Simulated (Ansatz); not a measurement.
A calculation with Ansatz (development build ahead of 0.2.0).

```yaml
crystal:
  periodic: [false, false, false]
  atoms:
    - { symbol: C, position_ang: [0.0, 0.0, 0.0] }
basis:
  gaussian: { orbitals: aug-cc-pVDZ }
magnetization:
  initial_magnetization: 2
hamiltonian:
  xc: hf
correlation:
  method: mp2
  frozen_orbitals: { C: 1 }
```

The input is written out in the form of the current development build from the run's settings. Correlation on restricted open-shell orbitals is semicanonical, with singles.

The run gave:

| Quantity | Value |
| --- | --- |
| Converged | yes |
| Reference energy | -37.68313 hartree |
| Correlation energy | -0.05782 hartree |
| Total energy | -37.74095 hartree |
| Spin squared of the determinant | 2.000 |
